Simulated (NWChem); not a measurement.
System: CH4BrClSi; SMILES C[SiH](Cl)Br

```xyz
8

Si    -0.4311    -0.5610     0.4585
C     -2.0722    -0.8764    -0.3773
Cl     0.9501    -1.9861    -0.1540
Br     0.3111     1.4897    -0.0695
H     -0.4962    -0.6302     1.9339
H     -2.4398    -1.8768    -0.1215
H     -2.8123    -0.1380    -0.0493
H     -1.9760    -0.8100    -1.4656
```
Atoms are numbered in this order, from 1.

Program: NWChem. Geometry optimised at B3LYP/6-31G*; all other runs use it. Pople sets run with spherical d functions. This build's default masses of Se (78.918 u) and Br (79.917 u) are each other's, which moves their modes by up to 0.6 %.

```csv
quantity,level,value
"anisotropy (bohr³), static",CAM-B3LYP/def2-SVPD,17.9
"vertical, lowest excitation, singlet (eV)","CAM-B3LYP/def2-SVPD, TDA",6.87
solvation free energy (kcal/mol) in water,"B3LYP/6-31G*, SMD",-1.0
"vertical ionisation energy, ΔSCF (eV)",CAM-B3LYP/def2-SVP,10.75
dipole (D),B3LYP/6-31G*,2.47
highest harmonic frequency (cm⁻¹),B3LYP/6-31G*,3145
```
